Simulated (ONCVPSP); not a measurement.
## Building the ONCV potential for calcium (Ca) (PBE, scalar-relativistic).

ONCVPSP 4.0.1 input, shortened (lines: element, Z, core and valence counts, functional; n l f; lmax; l rc ep ncon nbas qcut; lloc lpopt rc5 dvloc0; l nproj debl; icmod fcfact rcfact), PBE, scalar-relativistic:

```
  Ca 20.00    3    3        4      upf
    1    0    2.00
    2    0    2.00
    2    1    6.00
    3    0    2.00
    3    1    6.00
    4    0    2.00
    2
    0    2.00    0.00    4    7    7.30
    1    1.20    0.00    4    8    7.70
    2    1.60    0.26    3    7    6.50
    4    5    0.80    0.00
    0    3    3.10
    1    1    2.60
    2    2    1.00
    2    0.60    1.15
```

In the d channel the program set the typed energies aside and used 0.050, 1.050 Ha.

All-electron outer shells of the reference configuration (PBE, scalar-relativistic, ld1.x):

```
shell  level (eV)  outermost node (bohr)  outermost maximum (bohr)
   3s      -47.09                   0.45                      0.99
   3p      -28.01                   0.42                      1.04
   4s       -3.77                   1.43                      3.42
```

(1) Estimate the cutoffs (Ha) at which the residual kinetic energy of the hardest occupied pseudo-wave falls to 1 and 0.1 mHa per electron.

(2) Does the potential have ghost states?

(3) Which valence shell sets the plane-wave cutoff?

(4) Tests: 3s2 3p6 4s1; 3s2 3p6 4s0; 3s2 3p6 4s1.5; 3s2 3p6 3d0.5 4s1.5. Which has the largest error in its energy relative to the reference configuration, and how large is it?

Answers

(1) 21 Ha and 41 Ha.

(2) No bound ghost flagged; GHOST(+) flagged for s at 284.8 eV.

(3) 3p: 21 Ha for 1 mHa per electron, against 14 Ha for 3s.

(4) 3s2 3p6 3d0.5 4s1.5, with +2.4 meV (all-electron minus pseudo) on +1.05 eV.
